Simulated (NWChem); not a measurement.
Species: C₂H₆Al, doublet; SMILES [CH3][Al][CH3]

```xyz
9

Al     0.0000     0.0000     0.6913
C      1.6932     0.0008    -0.3274
H      1.7345    -0.8871    -0.9840
H      2.5976     0.0026     0.2989
H      1.7324     0.8870    -0.9864
C     -1.6932    -0.0008    -0.3274
H     -1.7324    -0.8870    -0.9864
H     -1.7345     0.8871    -0.9840
H     -2.5976    -0.0026     0.2989
```
Atoms are numbered in this order, from 1.

Results from NWChem. Spin-unrestricted. In the optimisation the excess spin sits in a (C2, its own frame). Coordinates come from a PBE0/def2-SVP, spin-unrestricted optimisation. This spin state was assumed; another may lie lower. No stability test was run on the SCF state. Fermi-contact couplings, non-relativistic, static geometry.

```json
[
 {"level": "B3LYP/pcJ-1", "A(iso) 27Al atom 1 (MHz)": "671", "A(iso) 13C atom 6 (MHz)": "92.5", "A(iso) 1H atom 8 (MHz)": "9.3", "A(iso) 1H atom 9 (MHz)": "-2.7", "<S²>": "0.751"},
 {"level": "TPSSh/pcJ-1", "A(iso) 27Al atom 1 (MHz)": "638", "A(iso) 13C atom 6 (MHz)": "81.9", "A(iso) 1H atom 8 (MHz)": "10.2", "A(iso) 1H atom 9 (MHz)": "-3.6", "<S²>": "0.751"},
 {"level": "PBE/IGLO-II", "A(iso) 27Al atom 1 (MHz)": "625", "A(iso) 13C atom 6 (MHz)": "86.3", "A(iso) 1H atom 8 (MHz)": "7.5", "A(iso) 1H atom 9 (MHz)": "-2.1", "<S²>": "0.751"},
 {"level": "PBE0/IGLO-II", "A(iso) 27Al atom 1 (MHz)": "659", "A(iso) 13C atom 6 (MHz)": "86.9", "A(iso) 1H atom 8 (MHz)": "6.5", "A(iso) 1H atom 9 (MHz)": "-2.9", "<S²>": "0.751"}
]
```
